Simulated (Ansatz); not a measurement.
Complex (SMILES): [SiH4] (SiH4) with CC#N, atoms 1 to 5 the first; geometry from B3LYP-D3(BJ)/def2-TZVP, monomers rigid:
```xyz
11

Si    -0.2782    -0.3110     0.5434
H      0.3703     0.3249    -0.6277
H      0.4858    -0.0047     1.7685
H     -1.6621     0.2034     0.6592
H     -0.3267    -1.7748     0.3228
C     -3.3733    -2.6798     1.4880
C     -2.5202    -2.2119     2.5677
N     -1.8380    -1.8349     3.4125
H     -4.2233    -3.2313     1.8900
H     -3.7418    -1.8307     0.9118
H     -2.8079    -3.3342     0.8241
```

How fast the counterpoise-corrected interaction energy converges with the basis for several methods (Ansatz, a first-principles code): deviation from each method's own reference, in kcal/mol. References: B3LYP 0.40 kcal/mol, the value in aug-pcseg-3; CCSD(T) -1.79 kcal/mol, Hartree-Fock in aug-cc-pV(Q+d)Z plus the correlation part extrapolated as X^-3 from aug-cc-pV(T+d)Z and aug-cc-pV(Q+d)Z; HF 0.60 kcal/mol, the value in aug-pcseg-3; MP2 -1.93 kcal/mol, Hartree-Fock in aug-cc-pV(Q+d)Z plus the correlation part extrapolated as X^-3 from aug-cc-pV(T+d)Z and aug-cc-pV(Q+d)Z; PBE -0.49 kcal/mol, the value in aug-pcseg-3. All functions are spherical. In correlated methods cores are frozen. No added dispersion term, no relativity. 

| basis | functions | B3LYP | CCSD(T) | HF | MP2 | PBE |
|---|---|---|---|---|---|---|
| STO-3G | 31 | 0.68 | 2.69 | [?] | 2.75 | 1.09 |
| 3-21G | 54 | 0.38 | 2.17 | [?] | 2.20 | 0.48 |
| def2-SVP | 95 | 0.11 | 1.44 | [?] | 1.44 | 0.15 |
| aug-pcseg-1 | 159 | 0.04 | 0.73 | [?] | 0.77 | 0.05 |
| 6-311++G(2d,2p) | 186 | 0.05 | 0.66 | [?] | 0.61 | 0.06 |
| jun-cc-pV(T+d)Z | 263 | 0.02 | 0.42 | [?] | 0.39 | 0.03 |
| def2-TZVPPD | 278 | 0.01 | 0.35 | [?] | 0.33 | 0.02 |
| 6-311++G(3df,3pd) | 290 | 0.03 | 0.33 | [?] | 0.32 | 0.03 |
| aug-cc-pV(T+d)Z | 354 | -0.01 | 0.15 | [?] | 0.15 | 0.00 |
| cc-pV(Q+d)Z | 439 | 0.00 | 0.25 | [?] | 0.23 | 0.00 |
| aug-cc-pV(Q+d)Z | 651 | 0.00 | 0.06 | [?] | 0.06 | 0.00 |
| aug-pcseg-3 | 687 | 0.00 | 0.11 | [?] | 0.11 | 0.00 |

### Question
What belongs in the gaps?

### Answer

- STO-3G, HF: 0.49
- 3-21G, HF: 0.32
- def2-SVP, HF: 0.11
- aug-pcseg-1, HF: 0.05
- 6-311++G(2d,2p), HF: 0.04
- jun-cc-pV(T+d)Z, HF: 0.03
- def2-TZVPPD, HF: 0.02
- 6-311++G(3df,3pd), HF: 0.02
- aug-cc-pV(T+d)Z, HF: 0.01
- cc-pV(Q+d)Z, HF: 0.01
- aug-cc-pV(Q+d)Z, HF: 0.00
- aug-pcseg-3, HF: 0.00

Mean absolute deviation over 6-311++G(2d,2p), jun-cc-pV(T+d)Z, def2-TZVPPD, 6-311++G(3df,3pd), aug-cc-pV(T+d)Z: HF 0.02, B3LYP 0.02, PBE 0.03, MP2 0.36, CCSD(T) 0.38 kcal/mol.
